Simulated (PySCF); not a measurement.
## Radial density of Se⁺ (selenium, charge +1)

TPSS, [Ar] 3d10 4s2 4p3, high-spin 4S determinant. Calculation: PySCF 2.14, in def2-SVP (5s4p3d, 32 functions); no relativity, point nucleus.

| r (bohr) | 4πr²ρ (e/bohr) | 4πr²(ρα − ρβ) |
| --- | --- | --- |
| 0.000825 | 0.2147 | 0.0000 |
| 0.00139 | 0.5931 | 0.0000 |
| 0.00233 | 1.584 | 0.0000 |
| 0.00392 | 4.002 | 0.0001 |
| 0.00660 | 9.468 | 0.0002 |
| 0.0111 | 19.72 | 0.0006 |
| 0.0187 | 33.66 | 0.0032 |
| 0.0314 | 41.53 | 0.0152 |
| 0.0528 | 35.71 | 0.0552 |
| 0.0889 | 38.24 | 0.1160 |
| 0.149 | 48.97 | 0.0592 |
| 0.251 | 29.24 | 0.0016 |
| 0.423 | 31.85 | 0.2822 |
| 0.711 | 20.79 | -0.0023 |
| 1.20 | 4.840 | 0.9731 |
| 2.01 | 2.769 | 1.6276 |
| 3.39 | 0.4334 | 0.3442 |
| 5.69 | 0.008194 | 0.0076 |

Task: Where is the radial spin density 4πr²(ρα − ρβ) most negative, and why is it negative at all?

Result: Around r = 0.711 bohr, down to -0.0023 e/bohr: exchange with the open shell polarises the paired shells in an unrestricted calculation.
